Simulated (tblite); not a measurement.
Species: C₃H₁₃N₃Si.
Numbering: `[NH2:1][CH2:2][CH:3]([CH2:4][NH2:5])[NH:6][SiH3:7]` (hydrogens: H8, H9 on N1; H10, H11 on C2; H12 on C3; H13, H14 on C4; H15, H16 on N5; H17 on N6; H18, H19, H20 on Si7)

Computed with GFN2-xTB (tblite), gas phase: nudged elastic band of 9 images (0 to 8), spring 0.2 eV/Å², climbing image at the end, force threshold 0.05 eV/Å. No saddle search or frequency run followed, so the top image need not be a first-order saddle, and its height can exceed the method's true barrier by a kcal/mol or more.

The band describes a rotation about C3–N6 (sp3 carbon bound to nitrogen, silicon-bound nitrogen), followed by the dihedral C4–C3–N6–Si7, from the optimised start (-98°) to a second optimised geometry at 22°.

Task: Give the energy profile along the converged band.

Result: 
```json
{"image": "0", "dihedral (°)": "-98", "E (kJ/mol)": "0.00", "C3–N6 (Å)": "1.444", "C4···Si7 (Å)": "3.64", "largest true force (eV/Å)": "0.01"}
{"image": "1", "dihedral (°)": "-83", "E (kJ/mol)": "1.22", "C3–N6 (Å)": "1.444", "C4···Si7 (Å)": "3.49", "largest true force (eV/Å)": "0.02"}
{"image": "2", "dihedral (°)": "-68", "E (kJ/mol)": "4.42", "C3–N6 (Å)": "1.444", "C4···Si7 (Å)": "3.35", "largest true force (eV/Å)": "0.04"}
{"image": "3", "dihedral (°)": "-52", "E (kJ/mol)": "9.43", "C3–N6 (Å)": "1.445", "C4···Si7 (Å)": "3.23", "largest true force (eV/Å)": "0.05"}
{"image": "4", "dihedral (°)": "-37", "E (kJ/mol)": "14.95", "C3–N6 (Å)": "1.446", "C4···Si7 (Å)": "3.14", "largest true force (eV/Å)": "0.04"}
{"image": "5", "dihedral (°)": "-25", "E (kJ/mol)": "17.53", "C3–N6 (Å)": "1.445", "C4···Si7 (Å)": "3.11", "largest true force (eV/Å)": "0.03"}
{"image": "6", "dihedral (°)": "-14", "E (kJ/mol)": "14.63", "C3–N6 (Å)": "1.440", "C4···Si7 (Å)": "3.09", "largest true force (eV/Å)": "0.06"}
{"image": "7", "dihedral (°)": "3", "E (kJ/mol)": "5.24", "C3–N6 (Å)": "1.435", "C4···Si7 (Å)": "3.02", "largest true force (eV/Å)": "0.08"}
{"image": "8", "dihedral (°)": "22", "E (kJ/mol)": "-1.32", "C3–N6 (Å)": "1.431", "C4···Si7 (Å)": "2.99", "largest true force (eV/Å)": "0.01"}
```

Barriers of this band. The top is image 5 at -25°: 17.53 kJ/mol forward and 18.85 kJ/mol back; the end lies 1.32 kJ/mol below the start. The central bond is 0.001 Å longer at the top than at the start.

Task: What rate follows at 350 K for crossing this barrier forward?

Result: Taking the electronic barrier for the free energy of activation (no zero-point or entropy terms, transmission 1), rate = (kT/h)·exp(−ΔE/kT) ≈ 2 × 10^10 s⁻¹, whose inverse is 6 × 10^-11 s. An error of 1 kcal/mol in the barrier changes this by a factor of 4, and the method and the loose band can each miss by that much or more.

Task: How would the two end points share their population at 350 K, from these energies alone?

Result: exp(−ΔE/kT) with ΔE = 0.014 eV gives 0.63 for the higher one (start) against 1 for the lower, without vibrational, rotational or degeneracy terms. GFN2-xTB can put conformers this close in the wrong order.

Task: How long is the path, and how are the images spaced?

Result: Cartesian distances between aligned neighbours (all atoms, Å): 0.77, 0.80, 0.82, 0.82, 0.85, 0.85, 0.94, 0.96; the sum is 6.80 Å, and the top lies 59 % of the way along.

What follows is the cost of the whole band run. Hardware: an Arm Neoverse V1 with one thread, shared host with 32 logical CPUs at a one-minute load of 24. Cost: 4.3 s, 0.19 GiB resident at most.
